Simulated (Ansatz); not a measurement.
Species: diarsenic, As₂ (charge 0, singlet). SMILES: [As]#[As]
Geometry: optimised at B3LYP-D3(BJ)/def2-TZVP (Ansatz, a program for electronic structure).

Wanted: vertical ionisation energy (to the doublet state of charge +1; each state is the SCF solution reached for its spin; the UHF <S^2> is 1.16 for the doublet (pure: 0.75); for the doublet T1 is 0.082; for the singlet the Hartree-Fock reference is unstable and T1 is 0.017), in eV. Valence correlation only, unless marked. Open shells are spin-unrestricted. Spin-orbit coupling is left out. Frozen are the shells of the preceding noble gas and the d and f shells that filled before the atom's block. Non-relativistic. Basis-set limits of correlation are two-point, X^-3; Hartree-Fock from the larger set.

CCSD(T)/CBS(aug-cc-pVTZ,aug-cc-pVQZ) (Ansatz) gives 9.96 eV.

Another calculation gave 9.69 eV. Which level was it?
A. PBE0/def2-TZVPD (Ansatz)
B. SVWN5/def2-TZVPD (Ansatz)
C. r2SCAN/def2-TZVPD (Ansatz)
D. BHLYP/def2-TZVPD (Ansatz)

A, PBE0/def2-TZVPD (Ansatz). The others give 9.81 (r2SCAN), 9.50 (BHLYP), 10.01 (SVWN5) eV.
